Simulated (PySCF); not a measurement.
A structure optimised at B3LYP-D3(BJ)/def2-SVP, used in a PySCF frequency run:

```
Ge
H 1 1.5322
Cl 1 2.1582 2 109.59
Br 1 2.3070 2 110.13 3 119.62
Br 1 2.3070 2 110.13 3 -119.62
```

Task: Write its SMILES, formula and point group.

Result: [Cl][GeH]([Br])[Br], Br2ClGeH, Cs

Task: What are its rotational constants (standard atomic weights)?

Result: 1.5308, 0.84163, 0.58566 GHz
